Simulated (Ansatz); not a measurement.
`C[CH2][Ge][Cl]` + dimethylamine → `C[N](C)[Ge][Cl]` + ethane at 700 K and 1 bar (ligand exchange at a Ge–C bond).

Gas-phase electronic energies from Ansatz, PBE0-D4/def2-TZVP geometries. CBS: MP2 limit from def2 TZ/QZ plus the TZ coupled-cluster correction, frozen cores. This one scheme is used for every species. For Ge outer-core shells are correlated without core-valence functions, which leaves a few kJ/mol of doubt a bond. Scalar relativity is left out up to krypton. Each species was taken in one conformer, which may not be the lowest.

| species | CCSD(T)/CBS energy (Eh) | H − E (kJ/mol) | S (J/(mol·K)) |
| --- | --- | --- | --- |
| `C[CH2][Ge][Cl]` | -2615.03092 | 236.4 | 440.9 |
| `CNC` | -135.00321 | 296.9 | 352.4 |
| `C[N](C)[Ge][Cl]` | -2670.35761 | 295.9 | 469.4 |
| `CC` | -79.71954 | 238.1 | 289.3 |

H − E and S are ideal-gas, rigid-rotor, harmonic terms from PBE0-D4/def2-TZVP, for one conformer and one mirror image of each species. 1 Eh = 2625.50 kJ/mol, R = 8.31446 J/(mol·K).

By hand: ΔE, ΔH, ΔS and ΔG.

ΔE = (-2670.35761) + (-79.71954) − (-2615.03092) − (-135.00321) = -0.04302 Eh = -112.9 kJ/mol. Δ(H − E) = 295.9 + 238.1 − 236.4 − 296.9 = 0.7, so ΔH = -112.2 kJ/mol. ΔS = 469.4 + 289.3 − 440.9 − 352.4 = -34.6 J/(mol·K). ΔG = -112.2 − 700 × (-34.6)/1000 = -88.0 kJ/mol.

By hand: the equilibrium constant, and the temperature at which ΔG would vanish if ΔH and ΔS stayed fixed.

log₁₀ K = −ΔG/(RT ln 10) = 6.6. ΔG = 0 at ΔH/ΔS = 3243 K, far beyond where these terms or the molecules hold.

ΔH outweighs TΔS. A doubt of 5 kJ/mol in ΔE shifts log₁₀ K by 0.4 here. Other conformers and mirror images would add mixing entropy, several J/(mol·K) or more a flexible species. Modes under 60 cm⁻¹, often nearly free rotors, make the harmonic entropy too high. These are equilibria of isolated gas molecules and say nothing of rates. Largest T1 diagnostic: 0.014 (customary marks: 0.02 for closed shells, 0.045 for open ones).
